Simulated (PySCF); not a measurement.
Fill in the blanks.

C7H10O.
Cartesian coordinates in Å at the GFN2-xTB level; atoms count from 1:
```
atom  x, y, z in Å
C1    -2.2332    0.3628   -0.9137
C2    -1.2631   -0.1127    0.1411
C3    -1.6262   -0.2114    1.3801
O4    -1.9672   -0.3155    2.4938
C5     0.1441   -0.3947   -0.3099
C6     1.0699    0.8299   -0.4956
C7     2.1755    0.0821    0.2630
C8     1.1455   -0.9662    0.7097
H9    -1.8441    1.2607   -1.3931
H10   -3.2026    0.5889   -0.4787
H11   -2.3615   -0.4063   -1.6754
H12    0.1027   -0.9993   -1.2196
H13    0.7090    1.7041    0.0429
H14    1.2925    1.1118   -1.5227
H15    2.9353   -0.3308   -0.3973
H16    2.6665    0.6380    1.0585
H17    0.8221   -0.8275    1.7394
H18    1.4259   -2.0076    0.5660
```

```csv
property,level,value
point group of the GFN2-xTB geometry,GFN2-xTB,?
"rotational constants A, B, C of the GFN2-xTB geometry",GFN2-xTB,?
dipole moment,CAM-B3LYP/def2-SVPD,?
HOMO energy,CAM-B3LYP/def2-SVPD,?
LUMO energy,CAM-B3LYP/def2-SVPD,?
lowest singlet excitation,TDDFT CAM-B3LYP/def2-SVPD,?
lowest triplet excitation (Tamm–Dancoff),TDA CAM-B3LYP/def2-SVPD,3.03 eV
static isotropic polarisability,CAM-B3LYP/def2-SVPD,?
electronic spatial extent ⟨r²⟩ about the centre of nuclear charge,CAM-B3LYP/def2-SVPD,1068 bohr²
```

The electronic properties come from PySCF, for the isolated species, density fitting.

(1) What is the dipole moment?

(2) What are the rotational constants A, B, C of the GFN2-xTB geometry?

(3) The HOMO energy?

(4) What is the point group of the GFN2-xTB geometry?

(5) The lowest singlet excitation?

(6) Give the LUMO energy.

(7) What is the static isotropic polarisability?

Results:

(1) 2.35 D.

(2) 3.148, 1.535, 1.161 GHz.

(3) -7.58 eV.

(4) C1.

(5) 3.40 eV (365 nm, f = 0.000).

(6) 0.44 eV.

(7) 81.6 au.

No computed singlet falls in the visible range (750 to 380 nm, 1.65 to 3.26 eV); S1 lies 0.14 eV above its blue end. The principal polarisabilities are 66.6, 83.6 and 94.7 au; their mean is the isotropic value. The polarisability is 12.10 Å³ as a volume (1 au = 0.148185 Å³), or 1.36 au for each of the 60 electrons.

One conformer stands for the species.
